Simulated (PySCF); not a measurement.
Al(H)(OEt)(NH2) (C2H8AlNO), SMILES CC[O][AlH][NH2].

Coordinates come from a PBE0-D3(BJ)/def2-SVP optimisation. The structure was generated by enumeration; whether it is a known compound was not checked. Other conformers were not sampled.

Two levels are set side by side: PBE/def2-TZVP (PySCF) and r2SCAN/def2-TZVP (PySCF). Same geometry, gas phase. Differences are taken from unrounded values.

| quantity | r2SCAN |
|---|---|
| orbital gap (eV) | 6.03 |
| highest occupied level (eV) | -6.25 |
| lowest empty level (eV) | -0.21 |
| dipole moment (D) | 1.91 |
| mean polarisability (bohr³) | 62.3 |

### Question
What does PBE give, and how far is it from r2SCAN? (Estimate from the structure and the level; the computed values follow.)

### Answer

| quantity | PBE | PBE minus r2SCAN |
|---|---|---|
| orbital gap (eV) | 5.32 | -0.71 |
| highest occupied level (eV) | -5.95 | 0.30 |
| lowest empty level (eV) | -0.63 | -0.41 |
| dipole moment (D) | 1.88 | -0.03 |
| mean polarisability (bohr³) | 64.7 | 2.4 |

Rough cost on one machine, each run with all the roots and properties that it gave: r2SCAN against PBE about 4 times.
